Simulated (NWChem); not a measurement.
System: C$_{5}$H$_{8}$; SMILES C=C1CCC1

Here is an NWChem input.

```
start job
memory heap 200 mb stack 900 mb global 1100 mb
geometry units angstroms noautoz
  C      0.151253     0.000000    -1.927726
  C     -0.060998     0.000000    -0.614584
  C     -0.136906     1.086083     0.437478
  C      0.157385     0.000000     1.500607
  C     -0.136906    -1.086083     0.437478
  H      0.243222    -0.935009    -2.488027
  H      0.243222     0.935008    -2.488028
  H      0.568217     1.927119     0.347214
  H     -1.155016     1.500429     0.533130
  H      1.213523    -0.000000     1.807383
  H     -0.469695    -0.000000     2.403747
  H     -1.155016    -1.500429     0.533130
  H      0.568217    -1.927119     0.347214
end
basis spherical
  * library sto-3g
end
dft
  xc b3lyp
  iterations 150
  mulliken
end
task dft energy
```

Parts of the log:

```
             Northwest Computational Chemistry Package (NWChem) 7.3.0
             --------------------------------------------------------

 CS  symmetry detected

                             Geometry "geometry" -> ""
                             -------------------------

 Output coordinates in angstroms (scale by  1.889725989 to convert to a.u.)

  No.       Tag          Charge          X              Y              Z
 ---- ---------------- ---------- -------------- -------------- --------------
    1 C                    6.0000     0.10124546    -1.93108298     0.00000000
    2 C                    6.0000    -0.07509974    -0.61263891     0.00000000
    3 C                    6.0000    -0.12227581     0.44110247     1.08608300
    4 C                    6.0000     0.20091126     1.49580650     0.00000000
    5 C                    6.0000    -0.12227581     0.44110247    -1.08608300
    6 H                    1.0000     0.17789338    -2.49368512    -0.93500850
    7 H                    1.0000     0.17789338    -2.49368512     0.93500850
    8 H                    1.0000     0.58012201     0.33163402     1.92711900
    9 H                    1.0000    -1.13739711     0.56449621     1.50042900
   10 H                    1.0000     1.26502595     1.77365342     0.00000000
   11 H                    1.0000    -0.40129471     2.41571908     0.00000000
   12 H                    1.0000    -1.13739711     0.56449621    -1.50042900
   13 H                    1.0000     0.58012201     0.33163402    -1.92711900

 Effective nuclear repulsion energy (a.u.)     167.6992595048

      Symmetry information
      --------------------

 Group name             Cs
 Group number              2
 Group order               2
 No. of unique centers     9

                                 NWChem DFT Module
                                 -----------------

 Summary of "ao basis" -> "ao basis" (spherical)
 ------------------------------------------------------------------------------
       Tag                 Description            Shells   Functions and Types
 ---------------- ------------------------------  ------  ---------------------
 C                           sto-3g                  3        5   2s1p
 H                           sto-3g                  1        1   1s

      Symmetry analysis of basis
      --------------------------

        a'         22
        a"         11

            General Information
            -------------------
          SCF calculation type: DFT
          Wavefunction type:  closed shell.
          No. of atoms     :    13
          No. of electrons :    38
           Alpha electrons :    19
            Beta electrons :    19
          Charge           :     0
          Spin multiplicity:     1
          Use of symmetry is: on ; symmetry adaption is: on
          Maximum number of iterations: 150
          AO basis - number of functions:    33
                     number of shells:    23
          Convergence on energy requested:  1.00D-06
          Convergence on density requested:  1.00D-05
          Convergence on gradient requested:  5.00D-04

              XC Information
              --------------
                         B3LYP Method XC Potential
                     Hartree-Fock (Exact) Exchange  0.200
                        Slater Exchange Functional  0.800 local
                    Becke 1988 Exchange Functional  0.720 non-local
              Lee-Yang-Parr Correlation Functional  0.810
                  VWN I RPA Correlation Functional  0.190 local

             Grid Information
             ----------------
          Grid used for XC integration:  medium
          Radial quadrature: Mura-Knowles
          Angular quadrature: Lebedev.
          Tag              B.-S. Rad. Rad. Pts. Rad. Cut. Ang. Pts.
          ---              ---------- --------- --------- ---------
          C                   0.70       49          11.0       434
          H                   0.35       45          12.0       434
          Grid pruning is: on
          Number of quadrature shells:   421
          Spatial weights used:  Erf1

      Superposition of Atomic Density Guess
      -------------------------------------

 Sum of atomic energies:        -189.62387143

      Non-variational initial energy
      ------------------------------

 Total energy =    -191.038155
 1-e energy   =    -591.411365
 2-e energy   =     232.673951
 HOMO         =      -0.100017
 LUMO         =       0.250632

      Symmetry analysis of molecular orbitals - initial
      -------------------------------------------------

  Numbering of irreducible representations:

     1 a'          2 a"

  Orbital symmetries:

     1 a'          2 a'          3 a"          4 a'          5 a'
     6 a'          7 a'          8 a"          9 a'         10 a'
    11 a'         12 a'         13 a"         14 a"         15 a'
    16 a"         17 a'         18 a"         19 a'         20 a'
    21 a"         22 a'         23 a'         24 a"         25 a'
    26 a'         27 a'         28 a"         29 a"

     ---------------------------------------------
      Total Density - Mulliken Population Analysis
     ---------------------------------------------

    Atom       Charge   Shell Charges
 -----------   ------   -------------------------------------------------------
    1 C    6     6.25   1.99  1.28  2.97
    2 C    6     5.96   1.99  1.26  2.71
    3 C    6     6.05   1.99  1.29  2.76
    4 C    6     6.05   1.99  1.30  2.76
    5 C    6     6.05   1.99  1.29  2.76
    6 H    1     0.93   0.93
    7 H    1     0.93   0.93
    8 H    1     0.96   0.96
    9 H    1     0.96   0.96
   10 H    1     0.97   0.97
   11 H    1     0.97   0.97
   12 H    1     0.96   0.96
   13 H    1     0.96   0.96

   convergence    iter        energy       DeltaE   RMS-Dens  Diis-err
 ---------------- ----- ----------------- --------- --------- ---------
 d= 0,ls=0.0,diis     1   -192.9085308551 -3.61D+02  2.16D-02  2.23D-01
 d= 0,ls=0.0,diis     2   -192.9308590863 -2.23D-02  1.26D-02  7.24D-02
 d= 0,ls=0.0,diis     3   -192.9348513150 -3.99D-03  6.55D-03  4.76D-02
 d= 0,ls=0.0,diis     4   -192.9418505876 -7.00D-03  1.47D-03  2.95D-03
 d= 0,ls=0.0,diis     5   -192.9423008444 -4.50D-04  1.19D-04  7.95D-06
  Resetting Diis
 d= 0,ls=0.0,diis     6   -192.9423019467 -1.10D-06  3.62D-05  1.28D-06
 d= 0,ls=0.0,diis     7   -192.9423021503 -2.04D-07  1.13D-05  4.25D-08
 d= 0,ls=0.0,diis     8   -192.9423021510 -6.97D-10  5.55D-06  3.88D-08

         Total DFT energy =     -192.942302151018
      One electron energy =     -591.531056243074
           Coulomb energy =      261.000184356784
    Exchange-Corr. energy =      -30.110689769489
 Nuclear repulsion energy =      167.699259504761

 Numeric. integr. density =       37.999990458787

                  Occupations of the irreducible representations
                  ----------------------------------------------

                     irrep           alpha         beta
                     --------     --------     --------
                     a'               13.0         13.0
                     a"                6.0          6.0

                       DFT Final Molecular Orbital Analysis
                       ------------------------------------

 Vector   17  Occ=2.000000D+00  E=-2.821591D-01  Symmetry=a'
              MO Center= -4.4D-02,  4.4D-01, -2.9D-16, r^2= 2.8D+00
   Bfn.  Coefficient  Atom+Function         Bfn.  Coefficient  Atom+Function
  ----- ------------  ---------------      ----- ------------  ---------------
    19      0.431421   4 C  py                9      0.375282   2 C  py
    14     -0.345905   3 C  py               24     -0.345905   5 C  py
    31      0.309641  11 H  s                 4     -0.290241   1 C  py
     7      0.199797   2 C  s                17     -0.143987   4 C  s
     2     -0.109698   1 C  s                26      0.103591   6 H  s

 Vector   18  Occ=2.000000D+00  E=-2.647668D-01  Symmetry=a"
              MO Center= -1.3D-02, -8.0D-02,  4.4D-15, r^2= 2.8D+00
   Bfn.  Coefficient  Atom+Function         Bfn.  Coefficient  Atom+Function
  ----- ------------  ---------------      ----- ------------  ---------------
    10      0.415179   2 C  pz               15     -0.404393   3 C  pz
    25     -0.404393   5 C  pz               20      0.229092   4 C  pz
    28     -0.226676   8 H  s                33      0.226676  13 H  s
    26      0.196652   6 H  s                27     -0.196652   7 H  s
    12      0.175230   3 C  s                22     -0.175230   5 C  s

 Vector   19  Occ=2.000000D+00  E=-1.865995D-01  Symmetry=a'
              MO Center= -2.4D-02, -1.1D+00,  0.0D+00, r^2= 1.9D+00
   Bfn.  Coefficient  Atom+Function         Bfn.  Coefficient  Atom+Function
  ----- ------------  ---------------      ----- ------------  ---------------
     3      0.641464   1 C  px                8      0.559226   2 C  px
    29      0.176288   9 H  s                32      0.176288  12 H  s
    28     -0.129409   8 H  s                33     -0.129409  13 H  s
    13     -0.116527   3 C  px               23     -0.116527   5 C  px
     4      0.079099   1 C  py                9      0.075617   2 C  py

 Vector   20  Occ=0.000000D+00  E= 1.238088D-01  Symmetry=a'
              MO Center= -4.3D-02, -1.1D+00,  6.9D-18, r^2= 1.9D+00
   Bfn.  Coefficient  Atom+Function         Bfn.  Coefficient  Atom+Function
  ----- ------------  ---------------      ----- ------------  ---------------
     3      0.765289   1 C  px                8     -0.761257   2 C  px
    29     -0.227401   9 H  s                32     -0.227401  12 H  s
    28      0.179162   8 H  s                33      0.179162  13 H  s
     4      0.109694   1 C  py               31     -0.102062  11 H  s
    17      0.082421   4 C  s                13     -0.076660   3 C  px

 Vector   21  Occ=0.000000D+00  E= 3.320268D-01  Symmetry=a"
              MO Center=  3.5D-02, -3.4D-01, -2.5D-15, r^2= 2.7D+00
   Bfn.  Coefficient  Atom+Function         Bfn.  Coefficient  Atom+Function
  ----- ------------  ---------------      ----- ------------  ---------------
    10      0.672167   2 C  pz               12     -0.545389   3 C  s
    22      0.545389   5 C  s                20      0.529601   4 C  pz
    15      0.492864   3 C  pz               25      0.492864   5 C  pz
    26      0.443483   6 H  s                27     -0.443483   7 H  s
     5      0.422856   1 C  pz               13     -0.112444   3 C  px

 Vector   22  Occ=0.000000D+00  E= 3.394887D-01  Symmetry=a'
              MO Center= -7.9D-02,  4.8D-01, -1.5D-15, r^2= 1.7D+00
   Bfn.  Coefficient  Atom+Function         Bfn.  Coefficient  Atom+Function
  ----- ------------  ---------------      ----- ------------  ---------------
     7      0.805350   2 C  s                14      0.701733   3 C  py
    24      0.701733   5 C  py               17     -0.583680   4 C  s
    19      0.517498   4 C  py                9      0.363597   2 C  py
    18      0.285820   4 C  px               13      0.152140   3 C  px
    23      0.152140   5 C  px                6     -0.140523   2 C  s

     ---------------------------------------------
      Total Density - Mulliken Population Analysis
     ---------------------------------------------

    Atom       Charge   Shell Charges
 -----------   ------   -------------------------------------------------------
    1 C    6     6.18   1.99  1.17  3.02
    2 C    6     5.99   1.99  1.15  2.85
    3 C    6     6.15   1.99  1.20  2.96
    4 C    6     6.14   1.99  1.20  2.95
    5 C    6     6.15   1.99  1.20  2.96
    6 H    1     0.93   0.93
    7 H    1     0.93   0.93
    8 H    1     0.92   0.92
    9 H    1     0.92   0.92
   10 H    1     0.92   0.92
   11 H    1     0.93   0.93
   12 H    1     0.92   0.92
   13 H    1     0.92   0.92

     -------------------------------------------
      Total Density - Lowdin Population Analysis
     -------------------------------------------

    Atom       Charge   Shell Charges
 -----------   ------   -------------------------------------------------------
    1 C    6     6.12   1.99  1.04  3.10
    2 C    6     5.98   1.99  1.05  2.94
    3 C    6     6.08   1.98  1.04  3.05
    4 C    6     6.06   1.98  1.05  3.03
    5 C    6     6.08   1.98  1.04  3.05
    6 H    1     0.96   0.96
    7 H    1     0.96   0.96
    8 H    1     0.96   0.96
    9 H    1     0.96   0.96
   10 H    1     0.96   0.96
   11 H    1     0.96   0.96
   12 H    1     0.96   0.96
   13 H    1     0.96   0.96

     Multipole analysis of the density
     ---------------------------------

     L   x y z        total         alpha         beta         nuclear
     -   - - -        -----         -----         ----         -------
     0   0 0 0     -0.000000    -19.000000    -19.000000     38.000000

     1   1 0 0     -0.014636     -0.007318     -0.007318      0.000000
     1   0 1 0      0.160011      0.080006      0.080006      0.000000
     1   0 0 1      0.000000      0.000000      0.000000      0.000000

     2   2 0 0    -22.040868    -21.022985    -21.022985     20.005102
     2   1 1 0     -0.275738      0.314528      0.314528     -0.904794
     2   1 0 1      0.000000      0.000000      0.000000      0.000000
     2   0 2 0    -22.064555   -122.916717   -122.916717    223.768878
     2   0 1 1      0.000000      0.000000      0.000000      0.000000
     2   0 0 2    -21.411323    -60.403354    -60.403354     99.395386
```

Level: B3LYP/STO-3G. The geometry was optimised at PBE0/def2-SVP.
